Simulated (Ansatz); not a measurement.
Reaction (hydrogen abstraction from a Ge–H bond): `[F][GeH3]` + Cl• → `[F][GeH2]`• + HCl

Isolated molecules relaxed with PBE0-D4/def2-TZVP in Ansatz; ΔE leaves out vibrations. CCSD(T)/CBS adds triple-zeta CCSD(T) − MP2 to the extrapolated MP2 energy (def2 sets, frozen cores). This one scheme is used for every species, atoms too. DFT in def2-TZVPP. No spin–orbit coupling; open shells (•) take unrestricted orbitals. Spin–orbit coupling would lower the free atoms: a little for Cl. For Ge outer-core shells are correlated without core-valence functions, so the limit isn't a true one: a few kJ/mol of doubt a bond, and 10 to 20 or more in all where bonds break to atoms. Scalar relativity is left out up to krypton.

Q: Is it downhill or uphill in electronic energy at CCSD(T)/CBS, and by how much? (An estimate is asked.)

A: Ansatz gave: Downhill: ΔE = -0.66 eV.

Q: What do these levels give: PBE-D4, r2SCAN-D4, B97M-V, ωB97X-V, B2PLYP, PBE-QIDH, r2SCAN, PBE0, r2SCAN0, CAM-B3LYP, CCSD/def2-SVP, SCS-MP2/def2-QZVPP? (Estimate.)

A: Computed: PBE-D4 -0.93, r2SCAN-D4 -0.84, B97M-V -0.75, ωB97X-V -0.67, B2PLYP -0.69, PBE-QIDH -0.71, r2SCAN -0.84, PBE0 -0.80, r2SCAN0 -0.75, CAM-B3LYP -0.68, CCSD/def2-SVP -0.42, SCS-MP2/def2-QZVPP -0.64 eV.

Largest T1 diagnostic among the species: 0.014.

From r2SCAN to r2SCAN0 (25 % exact exchange), in def2-TZVPP and without D4, ΔE moves by +0.09 eV. At CCSD(T), def2-SVP lies +0.21 eV from the extrapolated value and def2-TZVPP +0.05 eV. Leaving LDA and LC-ωPBE aside and taking each functional with its dispersion term where it has one, the values, not all of them listed here, spread over 0.37 eV, from PBE-D4 to BHLYP-D4. LDA lies −0.17 eV from PBE without D4.
